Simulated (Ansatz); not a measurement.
Molecule: sum formula H5SiN2O2, charge 0, multiplicity 2. It need not be the lowest isomer of its formula. SMILES: N[Si](N)([O])O
Structure (B3LYP-D3(BJ)/def2-TZVP (Ansatz, a quantum-chemistry and plane-wave program) minimum search):
```
Si
O 1 1.6212
O 1 1.6411 2 119.30
H 3 0.9598 1 117.65 2 -57.78
N 1 1.6968 2 109.36 3 -127.43
H 5 1.0057 1 122.31 2 -25.16
H 5 1.0057 6 113.47 1 174.08
N 1 1.7281 2 99.27 5 -122.55
H 8 1.0088 1 120.27 2 61.79
H 8 1.0098 9 111.89 1 149.18
```
Charge 0, spin multiplicity 2.

Wanted: atomisation energy (electronic, to ground-state atoms), in kcal/mol. Cores are frozen in the correlated levels unless marked. Open shells are spin-unrestricted. Spin-orbit coupling is left out. Non-relativistic. The coupled-cluster limit lacks core correlation, which all-electron functionals hold. CBS(X,Y): correlation extrapolated as X^-3; Hartree-Fock from the larger set.

| level | program | atomisation energy (kcal/mol) |
|---|---|---|
| SVWN5/def2-TZVPD | Ansatz | 1032.0 |
| revPBE-D3(BJ)/def2-TZVPD | Ansatz + dftd3 | 877.4 |
| B97M-V/def2-TZVPD | Ansatz | 886.5 |
| PBE0/STO-3G | Ansatz | 847.9 |
| r2SCAN0-D4/def2-TZVPD | Ansatz + dftd4 | 860.9 |
| MP2/cc-pV(T+d)Z | Ansatz | 865.2 |
| RI-MP2/cc-pV(Q+d)Z | Ansatz | 887.1 |

Question: Estimate the value at CCSD(T)/CBS(cc-pV(T+d)Z,cc-pV(Q+d)Z) as computed with Ansatz.

Answer: 885.3 kcal/mol
